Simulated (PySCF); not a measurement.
H3O4P, charge -1, doublet, at a GFN2-xTB geometry (a state made from the parent by changing its charge; the spin is typed, not shown lowest); HF/6-31G (PySCF).

PySCF was given this input:
```python
from pyscf import gto, scf

mol = gto.M(
    atom='''
O     0.657389    0.789943    1.571700
P     0.055380   -0.139660    0.159987
O     1.302398   -0.335487   -0.637607
O    -1.189929   -1.283829   -0.808857
O    -0.811822    1.160527   -0.360885
H     1.599345    0.733667    1.432794
H    -0.646154   -2.042971   -1.001156
H    -1.448186    0.754976   -0.946247
''',
    basis='6-31g',
    charge=-1,
    spin=1,
    verbose=4,
)

mf = scf.UHF(mol)
mf.kernel()
```

Task: Write the output that PySCF gives for this input, abridged.

Result: 
```
PySCF version 2.14.0

[INPUT] verbose = 4
[INPUT] num. atoms = 8
[INPUT] num. electrons = 51
[INPUT] charge = -1
[INPUT] spin (= nelec alpha-beta = 2S) = 1
[INPUT] symmetry False subgroup None
[INPUT] Mole.unit = angstrom
[INPUT] Symbol           X                Y                Z      unit          X                Y                Z       unit  Magmom
[INPUT]  1 O      0.657389000000   0.789943000000   1.571700000000 AA    1.242285167302   1.492775924017   2.970082549979 Bohr   0.0
[INPUT]  2 P      0.055380000000  -0.139660000000   0.159987000000 AA    0.104653032778  -0.263919150557   0.302331613491 Bohr   0.0
[INPUT]  3 O      1.302398000000  -0.335487000000  -0.637607000000 AA    2.461175525181  -0.633978548352  -1.204902605106 Bohr   0.0
[INPUT]  4 O     -1.189929000000  -1.283829000000  -0.808857000000 AA   -2.248639917678  -2.426085200774  -1.528518203937 Bohr   0.0
[INPUT]  5 O     -0.811822000000   1.160527000000  -0.360885000000 AA   -1.534121241897   2.193078190163  -0.681973812464 Bohr   0.0
[INPUT]  6 H      1.599345000000   0.733667000000   1.432794000000 AA    3.022324028693   1.386429696631   2.707588252920 Bohr   0.0
[INPUT]  7 H     -0.646154000000  -2.042971000000  -1.001156000000 AA   -1.221054094292  -3.860655670429  -1.891910647965 Bohr   0.0
[INPUT]  8 H     -1.448186000000   0.754976000000  -0.946247000000 AA   -2.736674917429   1.426697870620  -1.788147676191 Bohr   0.0

nuclear repulsion = 262.039858129245
number of shells = 33
number of NR pGTOs = 146
number of NR cGTOs = 55
basis = 6-31g
ecp = {}

******** <class 'pyscf.scf.uhf.UHF'> ********
method = UHF
initial guess = minao
damping factor = 0
level_shift factor = 0
DIIS = <class 'pyscf.scf.diis.CDIIS'>
diis_start_cycle = 1
diis_space = 8
diis_damp = 0
SCF conv_tol = 1e-09
SCF conv_tol_grad = None
SCF max_cycles = 50
direct_scf = True
direct_scf_tol = 1e-13
number electrons alpha = 26  beta = 25
Set gradient conv threshold to 3.16228e-05
init E= -642.221804256568

cycle= 1 E= -641.490572259875  delta_E= 0.731  |g|= 0.683  |ddm|= 2.21
cycle= 2 E= -641.626548607448  delta_E= -0.136  |g|= 0.431  |ddm|= 0.994
cycle= 3 E= -641.6969741089  delta_E= -0.0704  |g|= 0.0451  |ddm|= 0.362
cycle= 4 E= -641.698707830511  delta_E= -0.00173  |g|= 0.0259  |ddm|= 0.0937
cycle= 5 E= -641.699191727308  delta_E= -0.000484  |g|= 0.00985  |ddm|= 0.0373
cycle= 6 E= -641.699377452865  delta_E= -0.000186  |g|= 0.0046  |ddm|= 0.0306
cycle= 7 E= -641.699435602356  delta_E= -5.81e-05  |g|= 0.00301  |ddm|= 0.0154
cycle= 8 E= -641.699459355253  delta_E= -2.38e-05  |g|= 0.00141  |ddm|= 0.0111
cycle= 9 E= -641.699467294572  delta_E= -7.94e-06  |g|= 0.000583  |ddm|= 0.00844
cycle= 10 E= -641.699468427916  delta_E= -1.13e-06  |g|= 0.000267  |ddm|= 0.00309
cycle= 11 E= -641.699468642989  delta_E= -2.15e-07  |g|= 0.000148  |ddm|= 0.00116
cycle= 12 E= -641.699468691675  delta_E= -4.87e-08  |g|= 6.65e-05  |ddm|= 0.000565
cycle= 13 E= -641.699468703078  delta_E= -1.14e-08  |g|= 3e-05  |ddm|= 0.000279
cycle= 14 E= -641.699468705288  delta_E= -2.21e-09  |g|= 1.31e-05  |ddm|= 0.00012
cycle= 15 E= -641.699468705582  delta_E= -2.94e-10  |g|= 8.21e-06  |ddm|= 3.9e-05
Extra cycle  E= -641.699468705654  delta_E= -7.2e-11  |g|= 5.89e-06  |ddm|= 1.42e-05
converged SCF energy = -641.699468705654  <S^2> = 0.7722099  2S+1 = 2.0220879
```
